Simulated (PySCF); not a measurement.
**Tm: excitation energy**

Tm [Xe] 4f13 6s2 (2F) → Tm [Xe] 4f13 5d1 6s1 (high-spin determinant), as a difference of total energies. All numbers are calculated (PySCF 2.14, scalar relativity by spin-free X2C-1e, in cc-pVDZ-X2C). Correlated levels: valence: [Kr] 4d10 frozen; valence and next inner shell: [Ar] 3d10 frozen. The calculations carry no spin-orbit coupling.

```csv
method,excitation energy (cm⁻¹)
UHF,20352
LDA,19628
PBE,18573
r2SCAN,16423
SCS-MP2 (valence),25238
MP2 (valence and next inner shell),23729
SCS-MP2 (valence and next inner shell),25270
```

Task: Estimate what PBE0 gives.

Result: 19174 cm⁻¹, closest to LDA among the rows shown.

Task: Estimate what MP2 (valence) gives.

Result: 23680 cm⁻¹, closest to MP2 (valence and next inner shell) among the rows shown.

A first-order spin-orbit estimate (lowest level to lowest level, LS coupling) adds 0.074 eV.

In the upper state the promoted electron has a positive orbital energy at r2SCAN, so the basis confines it.

The determinant of the upper state mixes LS terms, which raises its energy above the lowest term, most at the Hartree-Fock and MP2 levels.
